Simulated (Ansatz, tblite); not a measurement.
Cost and result up the ladder for Si₂Se₂⁺ (4 atoms). Charge 1, multiplicity 2. Geometry: PBE-D4/def2-SVP.

Cartesian coordinates in Å:
```
Si -0.1990 1.2147 -0.6906
Si 0.0718 -1.2290 0.6901
Se -0.0497 0.8952 1.5944
Se 0.1768 -0.8810 -1.5939
```

Ansatz on 4 threads of Arm Neoverse N1 on a shared host; xTB runs through tblite on one thread. Times are rough, summed over both states, and most runs start from the orbitals of an earlier one. CCSD(T)/def2-TZVP serves as the yardstick here, not as an exact answer. Differences are given only for rows in sets of like size (and for xTB, whose basis is part of the method), since another set adds its own error. The other state is a quartet at its own geometry.

The xTB rows come from tblite. HSE06 is defined as in plane-wave codes, on full-range PBE exchange. Correlated methods freeze 28 core orbitals; core or outer-core shells of Se are correlated, in sets that lack core-valence functions. In CCSD on the charge 1 quartet the largest single amplitude is 0.18, so its Hartree–Fock determinant may place the open shell otherwise than the density functionals do. HOMO above LUMO, or a gap near zero within one spin, warns that the state may not be the lowest or that an electron is smeared out. The structure comes from a short search, and lower isomers may exist.

Correlated methods converge slowly with the basis.

xTB has no spin-polarisation term.

```csv
level,functions,quartet − doublet (eV),difference from CCSD(T)/def2-TZVP (eV),remarks
HSE06-D4/def2-TZVP,170,2.26,-0.16,–
r2SCAN-D4/def2-TZVP,170,2.05,-0.37,–
HF/STO-3G,54,1.76,–,–
GFN2-xTB,36,2.05,-0.37,–
LDA (SPW92)/def2-TZVP (with forces),170,2.53,0.11,gap within one spin near zero (quartet)
PBE0-D4/def2-TZVP,170,2.25,-0.17,–
CCSD(T)/def2-TZVP,170,2.42,0.00,–
PBE-D4/def2-TZVP,170,2.32,-0.10,–
GFN1-xTB,36,2.88,0.45,–
```

(1) Estimate how long each takes.

Results:

(1) GFN1-xTB 0.013 s; GFN2-xTB 0.017 s; HF/STO-3G 1.7 s; LDA (SPW92)/def2-TZVP (with forces) 8.5 s; PBE-D4/def2-TZVP 11 s; PBE0-D4/def2-TZVP 21 s; HSE06-D4/def2-TZVP 22 s; r2SCAN-D4/def2-TZVP 29 s; CCSD(T)/def2-TZVP 9.1 min. On shared hardware such times vary by a factor of up to 3.
